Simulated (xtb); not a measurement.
C2H8N, SMILES [NH2+](C)C, charge +1. All values are semi-empirical tight-binding results from xtb (GFN2-xTB unless named), good for trends rather than for accurate numbers. The structure is a stationary point at GFN2-xTB. The isomer is the one that the SMILES or the coordinates give; other isomers of the formula were not compared.

```
Property                                               Result
---------------------------------------------  --------------
point group as xtb finds it                               C2v
orbital gap                                          11.18 eV
zero-point energy                               65.0 kcal/mol
G − E(el) at 298.15 K (modified RRHO)           49.3 kcal/mol
static polarisability (D4 model)                   35.4 bohr³
solvation energy, GFN2-xTB/ALPB(water)         -65.8 kcal/mol
solvation energy, GFN2-xTB/ALPB(acetonitrile)  -57.9 kcal/mol
```

Computed IR lines (harmonic; lines under 4 % of the strongest left out, lines within 3 cm⁻¹ merged):
ν (cm⁻¹): 811 (s), 924 (w), 1001 (m), 1304 (vs), 1411 (m), 1416 (m), 1447 (m), 1453 (s), 1457 (s), 1462 (m), 3212 (vs) (against the strongest line: vs over 80 %, s over 45 %, m over 15 %, w over 4 %, vw less)
